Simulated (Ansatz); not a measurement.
Species: CH8BN2O, charge 1, multiplicity 1. It need not be the lowest isomer of its formula. SMILES: NB([NH3+])OC
Structure (B3LYP-D3(BJ)/def2-TZVP (Ansatz, a program for electronic structure) minimum search):
```xyz
13

C      2.0367    -0.0984     0.1157
O      0.7019    -0.6458     0.1309
B     -0.3947     0.0919    -0.0333
N     -0.5747     1.4468    -0.2437
N     -1.6806    -0.8206     0.0386
H      2.1495     0.6283     0.9201
H      2.2374     0.3651    -0.8501
H      2.7196    -0.9270     0.2729
H      0.2030     2.0864    -0.3002
H     -1.4626     1.9084    -0.3564
H     -2.3089    -0.5591     0.8015
H     -2.2282    -0.8009    -0.8244
H     -1.3844    -1.7868     0.1970
```
Charge +1, spin multiplicity 1.

Parts of the frozen-core correlation energy in cc-pVTZ (Ansatz, hartree). Frozen orbitals: 5; correlated occupied orbitals by spin: 15 and 15; virtual: 242 and 242. No spin-orbit coupling. Non-relativistic.

```tsv
term	value
reference (HF)	-250.98176
MP2 opposite-spin	-0.71255
MP2 same-spin	…
CCSD correlation	…
(T)	…
T1 diagnostic	0.011
largest doubles amplitude	0.032
```

**Question.** What belongs in the gaps?

**Answer.** 
- MP2 same-spin, value: -0.22074
- CCSD correlation, value: -0.96955
- (T), value: -0.03583
